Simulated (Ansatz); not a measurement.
Cartesian coordinates in Å:
```
O -0.014 -0.142 -1.336
Si -0.308 0.093 0.239
F -0.792 -1.250 0.936
I 1.699 0.795 1.414
H 0.790 -0.589 -1.606
H -1.376 1.094 0.354
```

Charge 0, multiplicity 1. I takes the def2 core potential.

(1) List the PBE/def2-TZVPP orbital energies in eV (Ansatz). (Estimate.)

Answers

(1) The calculation gave: Occupied: -1781.79, -660.23, -511.12, -180.02, -139.30, -127.37, -127.17, -127.16, -96.08, -96.06, -95.98, -49.49, -49.42, -49.41, -49.25, -49.25, -29.99, -25.90, -17.77, -14.74, -12.75, -11.22, -10.99, -10.36, -9.52, -8.74, -8.15, -6.91, -6.85. Lowest empty: -1.09, -0.55, -0.16, 0.94, 1.48, 2.86, 3.35, 3.37.
